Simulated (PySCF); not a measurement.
## BeCl⁺, CCSD: how much the basis matters

PySCF, RHF reference; singlet, unpaired electrons none; De to Be⁺ + Cl without counterpoise correction. Frozen cores follow the default of each basis and core potential.

```
      basis     relativity  functions  Re (Å)  ωe (cm⁻¹)  De (eV)  frozen orbitals
   def2-SVP  no relativity         27   1.765        951     3.77                5
aug-pcseg-1  no relativity         40   1.746        976     3.81                5
    pcseg-2  no relativity         49   1.718       1036     4.24                5
```

(1) How does each smaller set differ from the one with most functions, pcseg-2?

Correlated steps freeze 5 core orbitals. Correlated levels converge slowly with the basis: in double zeta they bind strong bonds too weakly, by up to about 1 eV, and carry superposition errors of some tenths. For an ion De counts to the pair picked by the measured ionisation energies or electron affinities, which need not be the lowest pair at this level. Where the molecule has an RHF reference, its open-shell atoms are computed with UHF.

Results:

(1) def2-SVP: +4.7 pm, -8.2 % in ωe, -0.47 eV in De; aug-pcseg-1: +2.8 pm, -5.8 % in ωe, -0.43 eV in De. All at CCSD; the set with most functions is neither the basis-set limit nor always the best.
